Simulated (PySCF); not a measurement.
AgF, SMILES [F][Ag], multiplicity 1.

Geometry: B3LYP-D3(BJ)/def2-TZVPD. The spin state was assumed, not searched. The def2 effective core potentials stand for the cores of Ag; spin–orbit coupling is left out.

Two levels are set side by side: TDA-PBE/def2-TZVPD (PySCF) and TDA-M06-2X/def2-TZVPD (PySCF). Vertical, same geometry. The lowest singlet is HOMO→LUMO 100 % with PBE and HOMO→LUMO 87 % with the other functional; states are paired by order. Differences are taken from unrounded values.

```
quantity                              TDA-M06-2X
------------------------------------  ----------
lowest singlet excitation (eV)              3.89
lowest triplet excitation (TDA) (eV)        2.96
```

Q: What does TDA-PBE give, and how far is it from TDA-M06-2X? (An estimate is asked for; the answer gives what the named calculation found.)

A: 
```json
[
 {"quantity": "lowest singlet excitation (eV)", "TDA-PBE": "2.54", "TDA-PBE minus TDA-M06-2X": "-1.35"},
 {"quantity": "lowest triplet excitation (TDA) (eV)", "TDA-PBE": "2.13", "TDA-PBE minus TDA-M06-2X": "-0.83"}
]
```

A lower first singlet is the usual sign of a functional without exact exchange. Differences between two approximate levels are no errors against the true value.

Rough cost on one machine, each run with all the roots and properties that it gave: TDA-M06-2X against TDA-PBE about 4 times.
